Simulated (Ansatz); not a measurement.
This geometry of C$_{2}$H$_{9}$BClN (14 atoms, charge 0, multiplicity 1) is a first-order saddle point.

These are results of RKS r2SCAN/def2-SVP (Ansatz), not measurements.

```xyz
14
Properties=species:S:1:pos:R:3
B 0.029 0.529 -0.215
Cl -0.154 -0.308 2.270
C 1.409 -0.062 -0.660
H 1.363 -1.151 -0.807
H 1.680 0.382 -1.638
H 2.229 0.157 0.042
C -1.362 0.118 -0.801
H -1.448 -0.971 -0.929
H -2.216 0.463 -0.199
H -1.463 0.566 -1.810
N 0.077 1.840 0.561
H 0.955 2.357 0.558
H -0.724 2.465 0.477
H -0.020 1.145 1.584
```

Question: Which two structures does it join? (They come from a converged band through this point; their orientation in space is the band's.)

Answer: Bonds broken: B1–Cl2, N11–H14. Bonds formed: Cl2–H14. C2H9BClN becomes C2H8BN + ClH.

Image 0:

```xyz
14
Properties=species:S:1:pos:R:3
B 0.026 0.249 0.150
Cl 0.041 -0.638 1.831
C 1.376 -0.013 -0.675
H 1.431 -1.073 -0.974
H 1.423 0.578 -1.610
H 2.293 0.196 -0.096
C -1.359 0.029 -0.627
H -1.458 -1.029 -0.921
H -2.249 0.267 -0.017
H -1.420 0.620 -1.561
N 0.058 1.830 0.643
H 0.897 2.005 1.202
H 0.051 2.478 -0.149
H -0.754 2.027 1.235
```

Image 8:

```xyz
14
Properties=species:S:1:pos:R:3
B 0.061 0.753 -0.423
Cl -0.223 -0.379 2.847
C 1.410 0.057 -0.846
H 1.367 -1.029 -0.649
H 1.555 0.154 -1.937
H 2.309 0.457 -0.350
C -1.336 0.236 -0.938
H -1.553 -0.740 -0.465
H -2.184 0.904 -0.713
H -1.325 0.045 -2.024
N 0.102 1.840 0.493
H 0.974 2.264 0.795
H -0.714 2.405 0.708
H -0.085 0.562 1.936
```

Question: How far does it lie above each of them?

Answer: 87.3 kJ/mol above the first and 41.5 kJ/mol above the second. This is the barrier of this one path; another mechanism may lie lower. The orbitals stay closed-shell, which can raise the energy where a bond breaks towards radicals; this wasn't checked here.

Time of the run: 3 min on 4 threads of Arm Neoverse V2 (shared host), peak memory 0.19 GiB.
